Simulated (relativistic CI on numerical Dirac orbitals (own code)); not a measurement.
Computed by Dirac-Coulomb-Breit CI, separate exchange-only KLI orbitals for each configuration, model QED (radiative potential, 1s self-energy scaled to tabulated hydrogen-like ionisation energies), unscaled Slater integrals (own radial code, finite nucleus).

Configuration list (outside the closed core 1s2): 2s, 2p, 3s, 3p, 3d, 4s, 4p, 4d, 4f, 5s, 5p, 5d, 5f, 5g, 6s, 6p, 6d. Levels of other configurations are missing.

At this charge energies of transitions that change n are usually good to better than 1 %, and those within a shell (Δn = 0) to a few per cent.

Outline of the computed level scheme of P XIII. Lowest level of each configuration: 2s ²S1/2 at 0.000 eV; 2p ²P°1/2 at 25.944 eV; 3s ²S1/2 at 345.668 eV; 3p ²P°1/2 at 352.826 eV; 3d ²D3/2 at 355.800 eV; 4s ²S1/2 at 463.526 eV; 4p ²P°1/2 at 466.467 eV; 4d ²D3/2 at 467.704 eV; 4f ²F°5/2 at 467.807 eV.

Some strong electric-dipole decays among the lowest 15 levels: 3d ²D5/2 → 2p ²P°3/2 (1.9e+12 s⁻¹); 3d ²D3/2 → 2p ²P°1/2 (1.6e+12 s⁻¹); 4d ²D5/2 → 2p ²P°3/2 (6.2e+11 s⁻¹); 3p ²P°1/2 → 2s ²S1/2 (6.2e+11 s⁻¹); 3p ²P°3/2 → 2s ²S1/2 (6.1e+11 s⁻¹); 4d ²D3/2 → 2p ²P°1/2 (5.2e+11 s⁻¹); 4f ²F°7/2 → 3d ²D5/2 (3.9e+11 s⁻¹); 4f ²F°5/2 → 3d ²D3/2 (3.7e+11 s⁻¹).
